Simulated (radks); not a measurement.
Values are calculated unless marked as measured or tabulated.
The oxygen anion O-, [He] 2s2 2p5, held by a Watson sphere: a shell of charge +1 at radius R that stands for the Madelung well of a crystal (potential energy -1/R inside, -1/r outside, in hartree with lengths in bohr). Level of theory: scalar-relativistic Kohn-Sham, LDA (Slater exchange, Perdew-Wang correlation), spin-polarised, spherical densities, finite nucleus; open shells are filled with parallel spins first; Fermi nuclear charge, rms radius of each element as measured or else 0.836 A^(1/3) + 0.57 fm (a radial shooting solver on a logarithmic mesh with Libxc functionals). Response by self-consistent Sternheimer equations with the Hartree and adiabatic LDA kernel, the relativistic mass of each level held fixed and spin-orbit coupling left out. The sphere does not respond.

\begin{tabular}{lrrrrrrr}
R (bohr) & e(2s down) (eV) & e(2p up) (eV) & e(2p down) (eV) & <r> 2p (bohr) & sum of <r^2> (bohr^2) & X-ray form factor at sin(theta)/lambda = 0.3 1/angstrom & alpha (bohr^3) \\ \hline
1.72 & -22.540 & -9.404 & -8.144 & 1.384 & 15.70 & 4.177 & 8.692 \\
1.84 & -22.165 & -9.094 & -7.844 & 1.401 & 16.06 & 4.153 & 9.331 \\
2.02 & -21.634 & -8.643 & -7.405 & 1.426 & 16.57 & 4.126 & 10.35 \\
2.1 & -21.410 & -8.449 & -7.215 & 1.436 & 16.78 & 4.117 & 10.83 \\
2.28 & -20.935 & -8.028 & -6.803 & 1.459 & 17.24 & 4.101 & 11.96 \\
2.48 & -20.451 & -7.590 & -6.370 & 1.481 & 17.71 & 4.090 & 13.28 \\
3.22 & -18.997 & -6.221 & -5.008 & 1.550 & 19.16 & 4.073 & 18.80 \\
3.27 & -18.914 & -6.142 & -4.928 & 1.554 & 19.25 & 4.073 & 19.21 \\
3.69 & -18.287 & -5.534 & -4.316 & 1.585 & 19.90 & 4.071 & 22.74 \\
\end{tabular}
